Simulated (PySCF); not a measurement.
C2H6Mg, SMILES C[CH2][MgH] at its CAM-B3LYP/def2-SVP optimised geometry (Å):

```
9

Mg    -1.1049     0.6916     0.0000
H     -2.8019     0.7050     0.0008
C      0.9988     0.6916     0.0000
C      1.7010    -0.6710    -0.0904
H      1.3404     1.2186     0.9104
H      1.3409     1.3344    -0.8325
H      1.4391    -1.2139    -1.0139
H      1.4332    -1.3344     0.7489
H      2.8019    -0.5850    -0.0808
```

Calculation: CAM-B3LYP/def2-TZVP run with PySCF 2.14.0. Cells within 0.4 Å of a nucleus heavier than hydrogen are left out (blank, or x).

Map of the deformation density (molecule minus spherical neutral atoms) (e/bohr³) on the plane z = 0.0 Å:

```
|1111111111111111111111111111111|
|1111111111111111111111111111111|
|1111111111111111111111111111111|
|1111111111111111111111111111111|
|1111111111111111111111111111111|
|1111111111111111111111111111111|
|1111111111111111111111111111111|
|1111111111000000000011111111111|
|1111111110000000000000111111111|
|1111111111000000000000011111111|
|1111111111000001100000011111111|
|1111111221100011100110001111111|
|11111124321xx01333x310000111111|
|11111136421xx0135xxx00000011111|
|111111233211x01344x520000001111|
|1111111121000012224741110001111|
|11111111110000011125x3551000111|
|1111111110000000000xxx892000111|
|11111111100000000002x1331000111|
|1111111111000000001210000001111|
|1111111111111100000100000011111|
|1111111111111111000000000111111|
|1111111111111111100000001111111|
|1111111111111111111111111111111|
|1111111111111111111111111111111|
|1111111111111111111111111111111|
|1111111111111111111111111111111|
|1111111111111111111111111111111|
|1111111111111111111111111111111|
|1111111111111111111111111111111|
|1111111111111111111111111111111|
```
Scale: ten equal steps from -0.012 (start of '0') to 0.100 (end of '9'), in the order '0123456789'; x runs from -5.00 to 5.00, y from -5.00 (bottom) to 5.00 (top).
